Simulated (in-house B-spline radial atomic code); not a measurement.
A fraction x of an electron is removed from 4p in Ru V (Ru4+), starting from [Kr] 4d4 and keeping the highest spin. Level of theory: scalar-relativistic (X2C) AM05, spin-polarised, spherical fractional occupations, Fermi nucleus of rms radius 4.4809 fm; calculated with a radial B-spline atomic code at the basis-set limit.

| x | E(x) - E(0) (eV) | 4p down level (eV) |
| --- | --- | --- |
| 0 | 0.0000 | -94.267 |
| 0.05 | 4.7344 | -95.111 |
| 0.19 | ? | ? |
| 0.36 | 35.0348 | -100.387 |
| 0.47 | 46.1811 | -102.276 |
| 0.5 | 49.2572 | -102.792 |
| 0.67 | 66.9813 | -105.730 |
| 0.79 | 79.7939 | -107.815 |
| 0.91 | ? | ? |
| 1 | 102.8196 | -111.482 |

(1) What belongs in the row x = 0.19?

(2) What belongs in the row x = 0.91?

(3) Check Janak's theorem between x = 0.36 and 0.47.

Results:

(1) An energy change of 18.2160 eV; 4p down at -97.485 eV.

(2) An energy change of 92.8572 eV; 4p down at -109.907 eV.

(3) The slope of the energy is 101.33 eV; the orbital levels give 101.33 eV (-ε of the emptying orbital, averaged over the two points).
